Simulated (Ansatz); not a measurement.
CuI₂, that is [CuI2]- with one electron fewer. Charge 0, multiplicity 2. Geometry r2SCAN-D4/def2-TZVPD, that of the charge -1 singlet; atoms count from 1.

```xyz
3

Cu    0.000    0.000    0.000
I     1.249   -0.466    2.034
I    -1.249    0.466   -2.034
```

In the def2 sets I takes a core potential; there is no spin–orbit coupling.

(1) Estimate the Mulliken populations from the PBE0/def2-TZVPD orbitals of Ansatz.

(2) Where does the spin sit?

(3) And the Mayer bond orders between heavy atoms (over 0.3)?

Results:

(1) 
| atom | charge (e) | spin (α − β) | d electrons |
| --- | --- | --- | --- |
| Cu1 | -0.42 | 0.23 | 9.74 |
| I2 | 0.21 | 0.39 | – |
| I3 | 0.21 | 0.39 | – |
Mulliken values depend strongly on the basis. With diffuse functions, as here, like atoms can get unlike values, and bond orders can come out too low or too high.

(2) Summed by element: Cu 0.23, I 0.77, of 1 unpaired in all. Largest on single atoms: I2 0.39, I3 0.39, Cu1 0.23.

(3) Cu1–I2 1.16 (2.43 Å); Cu1–I3 1.16 (2.43 Å).
